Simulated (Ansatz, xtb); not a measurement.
## Ranking isomers of BrH5N2Si

3 gas-phase structures of BrH5N2Si, found in a search over its isomers (lower ones may exist). Each was relaxed with GFN2-xTB; where two conformers were screened, the lower at r2SCAN-D4/def2-SVP is listed:

A. `N[SiH](N)Br`, a singlet
B. `N=[Si@H-]([NH3+])Br`, a singlet
C. `NN[SiH2]Br`, a singlet

Problem. Which do you expect lowest at r2SCAN-D4/def2-SVP, and how would the others follow?

Solution. Calculated order at r2SCAN-D4/def2-SVP: A (0.000), B (1.865), C (2.447) eV.

Energies above the lowest of each column, in eV; the last columns are at B3LYP/6-31G* geometries:

```json
{"structure": "A", "GFN2-xTB": "0.000", "HF/STO-3G": "0.000", "r2SCAN-D4/def2-SVP": "0.000", "B3LYP/6-31G*": "0.000", "CCSD(T)/def2-SVP + ΔMP2/def2-TZVPP": "0.000"}
{"structure": "B", "GFN2-xTB": "1.337", "HF/STO-3G": "3.869", "r2SCAN-D4/def2-SVP": "1.865", "B3LYP/6-31G*": "1.812", "CCSD(T)/def2-SVP + ΔMP2/def2-TZVPP": "1.903"}
{"structure": "C", "GFN2-xTB": "1.479", "HF/STO-3G": "1.645", "r2SCAN-D4/def2-SVP": "2.447", "B3LYP/6-31G*": "2.198", "CCSD(T)/def2-SVP + ΔMP2/def2-TZVPP": "2.547"}
```

Every level run on A puts it lowest or level with the lowest. Flexible structures stand in one conformer each, not always the lowest. The ΔMP2 step shifts differences by up to 0.281 eV, which makes them less sure. ΔMP2 is the change of the MP2 energy from the smaller to the larger basis.

Programs: Ansatz 0.2.0, xtb 6.7.1 (Pople sets with spherical d functions).
